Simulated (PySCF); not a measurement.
**$^{29}$Si chemical shifts**

PySCF 2.14 calculation with GFN2-xTB geometry and shielding tensors at PBE0/pcSseg-1 (GIAO); no solvent, no relativistic terms, one computed conformer, rapidly exchanging positions averaged.

Shieldings were converted by a linear fit to measured shifts: $^{29}$Si: δ = 279.94 − 0.822σ (rms 8.9 ppm, 72 shifts, 25.8 ppm with the 6 outliers that the fit left out vs TMS, solution or neat liquid). Occasional misses reach two or three times the rms, and more in compound classes unlike the fitted ones.

Q: Give the $^{29}$Si shifts of `C#C[SiH2]OCS(C)(=O)=O`, `C#C[SiH2]/C(=C\C#N)C(=C)C`, `CN[SiH2]C#CC#CC=O`, `C=C1C=C(C)C([SiH2]C#N)=C1`.

A: 
```json
{"compound": "C#C[SiH2]OCS(C)(=O)=O", "environment": "silicon bonded to C, O, 2 H", "δ (ppm)": "-51.1"}
{"compound": "C#C[SiH2]/C(=C\\C#N)C(=C)C", "environment": "silicon bonded to 2 C, 2 H", "δ (ppm)": "-67.6"}
{"compound": "CN[SiH2]C#CC#CC=O", "environment": "silicon bonded to C, N, 2 H", "δ (ppm)": "-54.6"}
{"compound": "C=C1C=C(C)C([SiH2]C#N)=C1", "environment": "silicon bonded to 2 C, 2 H", "δ (ppm)": "-74.2"}
```

Q: Order these by $^{29}$Si shift, lowest first.
A. N#CC1(/C=C/[SiH3])C=CC=C1
B. CC[Si@@H]1C(=O)C=C1NC=O
C. C=C1C[C@@H]1CS[SiH3]
D. C=C1O[SiH2]C(F)(F)O1

A: A (-66.4 ppm, silicon bonded to C, 3 H), C (-52.4 ppm, silicon bonded to S, 3 H), D (-19.6 ppm, silicon bonded to C, O, 2 H, in a 5-membered ring), B (0.7 ppm, silicon bonded to 3 C, H, in a 4-membered ring).
